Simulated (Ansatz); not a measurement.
Program: Ansatz. Geometries: PBE0-D4/def2-TZVP. ΔE: electronic, gas phase. CCSD(T)/CBS adds triple-zeta CCSD(T) − MP2 to the extrapolated MP2 energy (def2 sets, frozen cores). DFT in def2-TZVPP. B3LYP here is the variant with VWN-RPA as its local correlation; programs differ in this. For Ge outer-core shells are correlated without core-valence functions, which leaves a few kJ/mol of doubt a bond. Scalar relativity is left out up to krypton. Each species was taken in one conformer, which may not be the lowest.

Consider the formal exchange of groups at a Ge–C bond: `CC#[C][GeH2][NH2]` + `CO[SiH](C)N` → `C[SiH](N)[GeH2][NH2]` + `CC#COC`.

```json
{"level": "PBE-D4", "ΔE (kJ/mol)": "178.3", "difference from CCSD(T)/CBS": "-42.3"}
{"level": "r2SCAN-D4", "ΔE (kJ/mol)": "204.9", "difference from CCSD(T)/CBS": "-15.7"}
{"level": "PBE0-D4", "ΔE (kJ/mol)": "190.4", "difference from CCSD(T)/CBS": "-30.2"}
{"level": "B3LYP-D4", "ΔE (kJ/mol)": "202.4", "difference from CCSD(T)/CBS": "-18.2"}
{"level": "ωB97X-V", "ΔE (kJ/mol)": "207.1", "difference from CCSD(T)/CBS": "-13.5"}
{"level": "B2PLYP", "ΔE (kJ/mol)": "216.6", "difference from CCSD(T)/CBS": "-4.0"}
{"level": "PBE", "ΔE (kJ/mol)": "179.3", "difference from CCSD(T)/CBS": "-41.3"}
{"level": "r2SCAN", "ΔE (kJ/mol)": "205.1", "difference from CCSD(T)/CBS": "-15.5"}
{"level": "PBE0", "ΔE (kJ/mol)": "191.4", "difference from CCSD(T)/CBS": "-29.2"}
{"level": "HF/def2-TZVPP", "ΔE (kJ/mol)": "237.1", "difference from CCSD(T)/CBS": "16.5"}
{"level": "MP2/def2-TZVPP", "ΔE (kJ/mol)": "231.4", "difference from CCSD(T)/CBS": "10.8"}
{"level": "CCSD(T)/def2-TZVPP", "ΔE (kJ/mol)": "222.2", "difference from CCSD(T)/CBS": "1.6"}
{"level": "HF/def2-QZVPP", "ΔE (kJ/mol)": "239.0", "difference from CCSD(T)/CBS": "18.4"}
{"level": "MP2/def2-QZVPP", "ΔE (kJ/mol)": "231.1", "difference from CCSD(T)/CBS": "10.5"}
{"level": "SCS-MP2/def2-QZVPP", "ΔE (kJ/mol)": "232.4", "difference from CCSD(T)/CBS": "11.8"}
{"level": "CCSD/CBS(def2)", "ΔE (kJ/mol)": "223.1", "difference from CCSD(T)/CBS": "2.5"}
{"level": "CCSD(T)/CBS", "ΔE (kJ/mol)": "220.6", "difference from CCSD(T)/CBS": "0"}
```

Largest T1 diagnostic among the species: 0.012.

In def2-TZVPP, CCSD(T) changes the Hartree–Fock value by −15.0 kJ/mol (the triples alone add −2.5 kJ/mol) and MP2 by −5.8 kJ/mol. From PBE to PBE0 (25 % exact exchange), in def2-TZVPP and without D4, ΔE moves by +12.1 kJ/mol.
